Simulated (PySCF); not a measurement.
B3LYP has the VWN-RPA correlation part, as in Gaussian. Excitations are Tamm–Dancoff values on a coarser integration grid. The basis has no diffuse functions, so Rydberg states are missing or too high.

Cartesian coordinates (Å):
SMILES: O[SiH2]O
```xyz
7

O     -0.7341    -0.8196     0.9452
Si     0.0759     0.3863     0.1800
O      0.5703    -0.0140    -1.3337
H     -1.5829    -1.0835     0.5869
H      1.2265     0.6618     1.0711
H     -0.7879     1.5709    -0.0307
H      1.2321    -0.7019    -1.4189
```
Charge 0, multiplicity 1.

**Question.** Predict the S1–T1 gap (TDA), S1 oscillator strength, LUMO, S1 excitation (TDA) and HOMO from B3LYP-D3(BJ)/def2-TZVP // PBE0-D4/def2-TZVP (PySCF 2.14.0).

**Answer.** 
```json
{
 "S1–T1 gap (TDA)": "0.35 eV",
 "S1 oscillator strength": "0.005",
 "LUMO": "0.18 eV",
 "S1 excitation (TDA)": "7.71 eV",
 "HOMO": "-8.68 eV"
}
```
